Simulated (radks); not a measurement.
Task: Species: Bi3-. Configuration: [Rn]. Method: scalar-relativistic Kohn-Sham, LB94 model potential, spin-polarised, spherical densities, point nucleus; Watson sphere of charge +3 and radius 5.71 bohr; computed with a radial shooting solver on a logarithmic mesh with Libxc functionals. Some entries of the table are withheld. Estimate them.

orbital  occ.  eigenvalue (hartree)  <1/r> (bohr^-1)  r(max) (bohr)
1s          2             -3343.404            103.5       0.009644
2s          2             -601.3683            24.31        0.05611
2p          6                   (1)            21.26        0.04686
3s          2             -145.4318            8.999         0.1583
3p          6             -120.6160            8.121         0.1588
3d         10             -95.69238            7.619         0.1293
4s          2             -33.37628              (2)         0.3559
4p          6             -25.28514            3.471         0.3763
4d         10             -16.02129            3.128         0.3821
5s          2              -5.86541            1.662         0.7661
4f         14              -5.81057            2.754         0.3419
5p          6              -3.56094            1.418            (3)
5d         10              -1.02036            1.070          1.033
6s          2              -0.54066           0.5995          1.836
6p          6              -0.19255           0.3445          2.557

Result: 
(1) 2p eigenvalue (hartree): -514.4814
(2) 4s <1/r> (bohr^-1): 3.870
(3) 5p r(max) (bohr): 0.8572
